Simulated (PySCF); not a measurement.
## Electron correlation in Cr (chromium, neutral)

[Ar] 3d4 4s2, high-spin 5D determinant (an excited configuration). All numbers are calculated (PySCF 2.14, no relativity, point nucleus, in def2-TZVPPD (6s6p4d2f1g, 67 functions)). Frozen: [Ne]; 14 electrons correlated.

```tsv
level	correlation energy (mhartree)
CCSD	-404.14
(T)	-11.58
CCSD(T)	-415.72
```

Diagnostics: T1 = 0.020, D1 = 0.0823, largest double amplitude 0.072.

Cost of the coupled-cluster step: roughly 15 core-seconds, for 14 correlated electrons.

Iterations:

```
CC2 = 0
CCSD nocc = (np.int64(9), np.int64(5)), nmo = (62, 62)
frozen orbitals [[0, 1, 2, 3, 4], [0, 1, 2, 3, 4]]
max_cycle = 100
direct = 0
conv_tol = 1e-08
conv_tol_normt = 1e-06
diis_space = 8
diis_start_cycle = 0
Init t2, MP2 energy = -0.385515744009719
Init E_corr(UCCSD) = -0.385515744010638
cycle = 1  E_corr(UCCSD) = -0.393908231612195  dE = -0.0083924876  norm(t1,t2) = 0.0819651
cycle = 2  E_corr(UCCSD) = -0.401489971798453  dE = -0.00758174019  norm(t1,t2) = 0.0298727
cycle = 3  E_corr(UCCSD) = -0.403462543188375  dE = -0.00197257139  norm(t1,t2) = 0.0156909
cycle = 4  E_corr(UCCSD) = -0.404219974267117  dE = -0.000757431079  norm(t1,t2) = 0.00404414
cycle = 5  E_corr(UCCSD) = -0.404110407254111  dE = 0.000109567013  norm(t1,t2) = 0.00179602
cycle = 6  E_corr(UCCSD) = -0.404093756396195  dE = 1.66508579e-05  norm(t1,t2) = 0.00107942
cycle = 7  E_corr(UCCSD) = -0.40415319604767  dE = -5.94396515e-05  norm(t1,t2) = 0.000660104
cycle = 8  E_corr(UCCSD) = -0.404142884005395  dE = 1.03120423e-05  norm(t1,t2) = 0.00032075
cycle = 9  E_corr(UCCSD) = -0.404138299683795  dE = 4.5843216e-06  norm(t1,t2) = 0.000198502
cycle = 10  E_corr(UCCSD) = -0.404138868180014  dE = -5.68496218e-07  norm(t1,t2) = 0.000122586
cycle = 11  E_corr(UCCSD) = -0.404140971599729  dE = -2.10341972e-06  norm(t1,t2) = 5.4718e-05
cycle = 12  E_corr(UCCSD) = -0.404140896993487  dE = 7.4606242e-08  norm(t1,t2) = 1.67661e-05
cycle = 13  E_corr(UCCSD) = -0.404141084069946  dE = -1.87076459e-07  norm(t1,t2) = 8.77493e-06
cycle = 14  E_corr(UCCSD) = -0.404141076002336  dE = 8.06761041e-09  norm(t1,t2) = 4.71683e-06
cycle = 15  E_corr(UCCSD) = -0.404141103178549  dE = -2.71762137e-08  norm(t1,t2) = 2.14433e-06
cycle = 16  E_corr(UCCSD) = -0.404141062538336  dE = 4.06402136e-08  norm(t1,t2) = 9.86921e-07
cycle = 17  E_corr(UCCSD) = -0.404141068172041  dE = -5.63370578e-09  norm(t1,t2) = 5.16887e-07
UCCSD converged
E(UCCSD) = -1043.699150094287  E_corr = -0.4041410681720414
UCCSD(T) correction = -0.0115795329994713
```

This basis was not built for core-valence correlation, so the inner-shell part is incomplete.
